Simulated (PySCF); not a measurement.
**Radial density of Dy⁵⁵⁺ (dysprosium, charge +55)**

B3LYP, [Ne] 3s1, 2S determinant. Calculation: PySCF 2.14, in an uncontracted even-tempered set (16 s from 14 bohr⁻², ratio 2.5; 10 p from 18 bohr⁻², ratio 2.5; 4 d from 65 bohr⁻², ratio 2.7; 4 f from 97 bohr⁻², ratio 2.7); no relativity, point nucleus.

```csv
r (bohr),4πr²ρ (e/bohr),4πr²(ρα − ρβ)
0.000355,0.3069,0.0042
0.000597,0.8410,0.0114
0.00100,2.255,0.0305
0.00169,5.828,0.0786
0.00284,14.16,0.1896
0.00478,31.04,0.4070
0.00804,57.27,0.7024
0.0135,79.97,0.7689
0.0227,76.57,0.2078
0.0382,70.07,0.3503
0.0643,94.90,2.1921
0.108,56.49,0.0662
0.182,10.59,5.0559
0.306,2.614,2.5837
0.515,0.04480,0.0448
```

A non-relativistic calculation at this Z misses sizeable relativistic shifts. Spin-orbit coupling, which splits the p, d and f shells strongly at this Z, is absent.
